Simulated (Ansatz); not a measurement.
Ansatz (an electronic-structure program) input for C2HF2O2, SMILES O=C(O)[C](F)F, multiplicity 2, PBE-D3(BJ)/def2-SVP. 

Ansatz 0.2 input:
```yaml
crystal:
  periodic: [false, false, false]
  atoms:
    - {symbol: O, position_ang: [-1.22937799, 1.32312344, 0.00000000]}
    - {symbol: C, position_ang: [-0.14576469, 0.76809105, 0.00000000]}
    - {symbol: O, position_ang: [1.05208103, 1.40027589, 0.00000000]}
    - {symbol: C, position_ang: [0.01305615, -0.66561375, 0.00000000]}
    - {symbol: F, position_ang: [-1.01863967, -1.46816521, 0.00000000]}
    - {symbol: F, position_ang: [1.17031834, -1.28245245, 0.00000000]}
    - {symbol: H, position_ang: [0.84951892, 2.35350044, 0.00000000]}
basis:
  gaussian:
    orbitals: def2-SVP
hamiltonian:
  xc: pbe
  dispersion: d3bj
magnetization: {spin_polarized: true, initial_magnetization: 1}
relax: {f_tol: 0.002, max_steps: 200}
```

Program output:

```
WARN ansatz: RAYON_NUM_THREADS=1 ignored (pool sized by the plan → 1); use --threads N
Functional definition: PBE
integrals: 0.03 GiB planned
956 factors; their error is unknown
mean field: 0.26 GiB planned
mean field evaluation 1: about -11589.4667 eV, gradient 4.3e1 eV
mean field evaluation 2: about -11540.4405 eV, gradient 1.1e2 eV
mean field evaluation 4: about -11595.6841 eV, gradient 1.3e1 eV
mean field evaluation 8: about -11596.2685 eV, gradient 1.4e-1 eV
mean field evaluation 16: about -11596.2136 eV, gradient 2.0e-3 eV
mean field -11596.21360864 eV, -426.1529899216 hartree, gradient 2.0e-5 eV, S^2 0.753257; 0 other end points of the search recorded, 0 dependent functions left out
the calculation of the forces begins
reference -11596.21362569 eV, -426.1529905481 hartree; 24, 23 occupied and 65, 66 virtual orbitals, 956 factors
relax step   1: F+E_penalty+E_count = -11596.32219051 eV  Δ(F+E_penalty+E_count) = +0.000e0 eV  max|allowed force component| = 6.498e-1 eV/Å  Δτ_max = 0.0000 Å  (36 SCF iters, accepted)
these checks for a lower state are left out or cut short: starts, cluster_reference, orbital_swaps, neighbouring_geometries, increment
integrals: 0.03 GiB planned
956 factors; their error is unknown
mean field: 0.26 GiB planned
mean field -11596.22053999 eV, -426.1532446442 hartree, gradient 2.7e-5 eV, S^2 0.753335; 0 other end points of the search recorded, 0 dependent functions left out
the calculation of the forces begins
reference -11596.22055706 eV, -426.1532452714 hartree; 24, 23 occupied and 65, 66 virtual orbitals, 956 factors
relax step   2: F+E_penalty+E_count = -11596.32895363 eV  Δ(F+E_penalty+E_count) = -6.763e-3 eV  max|allowed force component| = 1.977e-1 eV/Å  Δτ_max = 0.0076 Å  (37 SCF iters, accepted)
these checks for a lower state are left out or cut short: starts, cluster_reference, orbital_swaps, neighbouring_geometries, increment
integrals: 0.03 GiB planned
956 factors; their error is unknown
mean field: 0.26 GiB planned
mean field evaluation 32: about -11596.2770 eV, gradient 3.4e-4 eV
mean field -11596.22138214 eV, -426.1532755924 hartree, gradient 1.1e-5 eV, S^2 0.753360; 0 other end points of the search recorded, 0 dependent functions left out
the calculation of the forces begins
reference -11596.22139922 eV, -426.1532762200 hartree; 24, 23 occupied and 65, 66 virtual orbitals, 956 factors
relax step   3: F+E_penalty+E_count = -11596.32973460 eV  Δ(F+E_penalty+E_count) = -7.810e-4 eV  max|allowed force component| = 4.767e-2 eV/Å  Δτ_max = 0.0033 Å  (37 SCF iters, accepted)
these checks for a lower state are left out or cut short: starts, cluster_reference, orbital_swaps, neighbouring_geometries, increment
integrals: 0.03 GiB planned
956 factors; their error is unknown
mean field: 0.26 GiB planned
mean field -11596.22144700 eV, -426.1532779760 hartree, gradient 7.4e-5 eV, S^2 0.753358; 0 other end points of the search recorded, 0 dependent functions left out
the calculation of the forces begins
reference -11596.22146408 eV, -426.1532786036 hartree; 24, 23 occupied and 65, 66 virtual orbitals, 956 factors
relax step   4: F+E_penalty+E_count = -11596.32980077 eV  Δ(F+E_penalty+E_count) = -6.617e-5 eV  max|allowed force component| = 1.700e-2 eV/Å  Δτ_max = 0.0018 Å  (25 SCF iters, accepted)
these checks for a lower state are left out or cut short: starts, cluster_reference, orbital_swaps, neighbouring_geometries, increment
integrals: 0.03 GiB planned
956 factors; their error is unknown
mean field: 0.26 GiB planned
mean field -11596.22145957 eV, -426.1532784381 hartree, gradient 1.1e-5 eV, S^2 0.753355; 0 other end points of the search recorded, 0 dependent functions left out
the calculation of the forces begins
reference -11596.22147665 eV, -426.1532790656 hartree; 24, 23 occupied and 65, 66 virtual orbitals, 956 factors
relax step   5: F+E_penalty+E_count = -11596.32982167 eV  Δ(F+E_penalty+E_count) = -2.090e-5 eV  max|allowed force component| = 9.414e-3 eV/Å  Δτ_max = 0.0029 Å  (27 SCF iters, accepted)
these checks for a lower state are left out or cut short: starts, cluster_reference, orbital_swaps, neighbouring_geometries, increment
integrals: 0.03 GiB planned
956 factors; their error is unknown
mean field: 0.26 GiB planned
mean field -11596.22146209 eV, -426.1532785304 hartree, gradient 2.9e-5 eV, S^2 0.753354; 0 other end points of the search recorded, 0 dependent functions left out
the calculation of the forces begins
reference -11596.22147916 eV, -426.1532791580 hartree; 24, 23 occupied and 65, 66 virtual orbitals, 956 factors
relax step   6: F+E_penalty+E_count = -11596.32982625 eV  Δ(F+E_penalty+E_count) = -4.580e-6 eV  max|allowed force component| = 1.908e-3 eV/Å  Δτ_max = 0.0006 Å  (25 SCF iters, accepted)
integrals: 0.03 GiB planned
956 factors; their error is unknown
mean field: 0.26 GiB planned
mean field evaluation 64: about -11596.2760 eV, gradient 5.4e-1 eV
mean field -11596.22146209 eV, -426.1532785304 hartree, gradient 2.9e-5 eV, S^2 0.753354; 1 other end points of the search recorded, 0 dependent functions left out
the calculation of the forces begins
reference -11596.22147916 eV, -426.1532791580 hartree; 24, 23 occupied and 65, 66 virtual orbitals, 956 factors
Total energy: -11596.32984332 eV, -426.1572614675 hartree
Atom 0 at    -1.235188     1.329334    -0.000000 Å, force     0.001700    -0.000427    -0.000000 eV/Å
Atom 1 at    -0.145201     0.769037     0.000000 Å, force    -0.001908    -0.001029     0.000000 eV/Å
Atom 2 at     1.061796     1.402462     0.000000 Å, force     0.000712     0.000213     0.000000 eV/Å
Atom 3 at     0.014112    -0.669116     0.000000 Å, force    -0.000372     0.000020    -0.000000 eV/Å
Atom 4 at    -1.023348    -1.471651    -0.000000 Å, force    -0.000241    -0.000673     0.000000 eV/Å
Atom 5 at     1.175027    -1.290003    -0.000000 Å, force    -0.000158     0.000105     0.000000 eV/Å
Atom 6 at     0.843994     2.358697    -0.000000 Å, force     0.000267     0.001791     0.000000 eV/Å
Dipole moment:     0.288098     0.059887     0.000000 e Å
```

Self-consistency was reached.
